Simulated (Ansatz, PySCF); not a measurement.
Gas-phase reaction in SMILES: CC[B]N -> C[B]NC
Each molecule is optimised on its own at B3LYP-D3(BJ)/def2-TZVP (Ansatz, a program for electronic structure), one conformer each, not searched for the lowest.

Wanted: isomerisation energy (enthalpy at 298 K, with B3LYP-D3(BJ) rigid-rotor harmonic-oscillator terms from PySCF), in kJ/mol. Cores are frozen in the correlated levels unless marked. UHF or UKS for open shells. No spin-orbit coupling. Non-relativistic. Basis-set limits of correlation are two-point, X^-3; Hartree-Fock from the larger set. [CCSD(T)-MP2]/basis is that difference in the basis named.

```
level                                                     program  isomerisation energy (kJ/mol)
-------------------------------------------------  --------------  -----------------------------
HF/STO-3G                                                  Ansatz                           -3.7
BLYP/def2-TZVPD                                            Ansatz                           12.2
r2SCAN/def2-TZVPD                                          Ansatz                           16.0
B3LYP/def2-TZVPD                                           Ansatz                           13.9
PBE0/def2-SVP                                              Ansatz                           12.7
BHLYP-D3(BJ)/def2-TZVPD                            Ansatz + dftd3                           16.4
BHLYP/def2-TZVPD                                           Ansatz                           15.6
r2SCANh-D4/def2-TZVPD                              Ansatz + dftd4                           16.6
r2SCAN0-D4/def2-TZVPD                              Ansatz + dftd4                           17.4
LC-wPBE-D3(BJ)/def2-TZVPD                          Ansatz + dftd3                           18.0
LC-wPBE/def2-TZVPD                                         Ansatz                           17.4
B2GP-PLYP/def2-TZVPD                                       Ansatz                           16.6
MP2/cc-pVQZ                                                Ansatz                           20.4
RI-MP2/cc-pVQZ                                             Ansatz                           20.4
SCS-MP2/cc-pVDZ                                            Ansatz                           15.5
CCSD/6-31G                                                 Ansatz                           20.3
CCSD/CBS(cc-pVTZ,cc-pVQZ)                                  Ansatz                           18.7
CCSD(T)/cc-pwCVTZ                                          Ansatz                           17.7
CCSD(T) with core electrons/cc-pwCVTZ                      Ansatz                           17.8
RI-MP2/CBS(cc-pVTZ,cc-pVQZ)+[CCSD(T)-MP2]/cc-pVDZ          Ansatz                           18.3
CCSD(T)/CBS(cc-pVTZ,cc-pVQZ)                               Ansatz                           18.5
```
